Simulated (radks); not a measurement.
The indium ion In13+, 36 electrons, occupied as [Kr]. Calculated with a radial shooting solver on a logarithmic mesh with Libxc functionals: scalar-relativistic Kohn-Sham, r2SCAN, spin-polarised, spherical densities, finite nucleus; meta-GGA in the generalised Kohn-Sham scheme; Fermi nuclear charge, rms radius 4.6156 fm. Some entries of the table are withheld. Estimate them.

| orbital | occ. | eigenvalue (hartree) | <r> (bohr) | <r^2> (bohr^2) |
|---|---|---|---|---|
| 1s | 2 | -1032.680 | 0.02972 | 0.001195 |
| 2s | 2 | -164.4436 | 0.1284 | 0.01944 |
| 2p | 6 | -148.6198 | 0.1121 | (1) |
| 3s | 2 | -39.89022 | 0.3463 | 0.1371 |
| 3p | 6 | -34.66364 | 0.3446 | 0.1377 |
| 3d | 10 | -26.61140 | 0.3211 | 0.1222 |
| 4s | 2 | -13.97672 | 0.7864 | 0.6936 |
| 4p | 6 | (2) | 0.8228 | 0.7634 |

Answer. 
(1) 2p <r^2> (bohr^2): 0.01535
(2) 4p eigenvalue (hartree): -12.24207
